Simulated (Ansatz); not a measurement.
C2H7NOSn, SMILES `N=C(O)[CH2][SnH3]`, relaxed with RKS PBE0-D4/def2-TZVP in Ansatz 0.2.0 from a PBE-D4/def2-SVP geometry. The force threshold is 0.005 eV/Å; the program also tests the step.

Total charge 0; spin multiplicity 1. Sn: def2 effective core potential.

Start:

```xyz
12

N     1.554    1.313    1.090
C     0.467    1.020    0.477
O     0.104    1.764   -0.607
C    -0.512   -0.084    0.728
Sn   -0.576   -1.434   -1.010
H     1.710    0.681    1.887
H     0.815    2.435   -0.696
H    -1.540    0.320    0.823
H    -0.257   -0.657    1.638
H    -1.679   -0.820   -2.184
H    -1.101   -2.995   -0.475
H     1.014   -1.543   -1.672
```

```json
{"step": "1", "energy (eV)": "-11552.0569", "largest force (eV/Å)": "0.906", "largest move (Å)": "0.000"}
{"step": "2", "energy (eV)": "-11552.1034", "largest force (eV/Å)": "0.321", "largest move (Å)": "0.066"}
{"step": "3", "energy (eV)": "-11552.1119", "largest force (eV/Å)": "0.135", "largest move (Å)": "0.027"}
{"step": "4", "energy (eV)": "-11552.1130", "largest force (eV/Å)": "0.065", "largest move (Å)": "0.039"}
{"step": "5", "energy (eV)": "-11552.1136", "largest force (eV/Å)": "0.074", "largest move (Å)": "0.018"}
{"step": "6", "energy (eV)": "-11552.1142", "largest force (eV/Å)": "0.032", "largest move (Å)": "0.010"}
{"step": "7 (rejected)", "energy (eV)": "-11552.1138", "largest force (eV/Å)": "0.066", "largest move (Å)": "0.020"}
{"step": "8", "energy (eV)": "-11552.1144", "largest force (eV/Å)": "0.013", "largest move (Å)": "0.010"}
{"step": "9", "energy (eV)": "-11552.1146", "largest force (eV/Å)": "0.024", "largest move (Å)": "0.039"}
{"step": "10", "energy (eV)": "-11552.1146", "largest force (eV/Å)": "0.020", "largest move (Å)": "0.015"}
{"step": "11", "energy (eV)": "-11552.1147", "largest force (eV/Å)": "0.014", "largest move (Å)": "0.011"}
{"step": "12", "energy (eV)": "-11552.1148", "largest force (eV/Å)": "0.012", "largest move (Å)": "0.027"}
{"step": "13", "energy (eV)": "-11552.1149", "largest force (eV/Å)": "0.013", "largest move (Å)": "0.017"}
{"step": "14", "energy (eV)": "-11552.1149", "largest force (eV/Å)": "0.014", "largest move (Å)": "0.008"}
{"step": "15", "energy (eV)": "-11552.1149", "largest force (eV/Å)": "0.012", "largest move (Å)": "0.014"}
{"step": "16", "energy (eV)": "-11552.1149", "largest force (eV/Å)": "0.010", "largest move (Å)": "0.008"}
{"step": "17", "energy (eV)": "-11552.1149", "largest force (eV/Å)": "0.008", "largest move (Å)": "0.009"}
{"step": "18", "energy (eV)": "-11552.1149", "largest force (eV/Å)": "0.006", "largest move (Å)": "0.004"}
{"step": "19", "energy (eV)": "-11552.1149", "largest force (eV/Å)": "0.004", "largest move (Å)": "0.001"}
```

End:

```xyz
12

N     1.560    1.265    1.017
C     0.447    1.028    0.464
O     0.022    1.844   -0.524
C    -0.508   -0.079    0.703
Sn   -0.548   -1.440   -0.985
H     1.765    0.587    1.744
H     0.706    2.520   -0.622
H    -1.524    0.308    0.803
H    -0.245   -0.637    1.600
H    -1.536   -0.807   -2.218
H    -1.188   -2.928   -0.440
H     1.048   -1.661   -1.541
```

Hardware: 4 threads of a server CPU on a shared host. Wall time 42 s, peak host memory 0.64 GiB.
